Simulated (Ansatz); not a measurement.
Energy profile

The step: SiNH₃F₂ ([NH2][SiH]([F])[F]) + HF → SiHF₃ ([F][SiH]([F])[F]) + NH₃ (still joined by a long Si–N bond); bonds formed: Si1–F7, N2–H6; bonds broken: H6–F7; bonds weakened to dative contacts: Si1–N2 (atoms numbered as in the saddle structure below).

Si1  (-0.623, 0.368, -0.370)
N2  (0.828, -0.086, 0.619)
F3  (-0.225, 0.384, -1.901)
F4  (-0.691, 1.945, -0.054)
H5  (-1.948, -0.070, 0.062)
H6  (0.522, -1.227, 0.201)
F7  (-0.304, -1.715, -0.458)
H8  (0.747, 0.081, 1.614)
H9  (1.696, 0.320, 0.287)
(Å)

Electronic energies by CCSD(T) at an estimated basis limit (MP2 extrapolated from triple and quadruple zeta, plus CCSD(T) − MP2 in triple zeta), on PBE0-D4/def2-TZVP structures; SiNH$_{4}$F$_{3}$, closed shell; no counterpoise correction. Program: Ansatz 0.2.0. Basis: def2-TZVPP and def2-QZVPP. Cores are frozen in the correlated methods. Extrapolation: Hartree–Fock as exp(−7.88 √X), correlation as X^−2.97.

(1) Give the profile in eV, counted from the separated reactants. (An estimate is asked for; the value comes from the calculation.)

The T1 diagnostic stays at or below 0.012.

Results:

(1) Computed:
```
                                                                                                                   point      eV
separated: SiNH$_{3}$F$_{2}$ (linked as [NH2][SiH]([F])[F]; Si1, N2, F3, F4, H5, H8, H9; singlet) + HF (H6, F7; singlet)   0.000
                                                                                                         start structure  -0.308
                                                                                                                  saddle   0.377
                                                                                                           end structure  -1.058
   separated: SiHF$_{3}$ (linked as [F][SiH]([F])[F]; Si1, F3, F4, H5, F7; singlet) + NH$_{3}$ (N2, H6, H8, H9; singlet)  -0.848
```

Steps of this kind, hydrogen fluoride cutting a network bond, underlie vapour etching and the fluorination step of atomic layer etching.

For scale, one of the runs: CCSD(T)/def2-TZVPP, 222 basis functions, launched by `ansatz run in.yaml --threads 4 --pin off --events-out ev --progress --plain --max-ram 9574MiB`. Time: 80 s of wall clock on 4 CPU threads of an Intel Xeon Platinum 8488C; the host was shared. Peak host memory: 3.8 GiB.
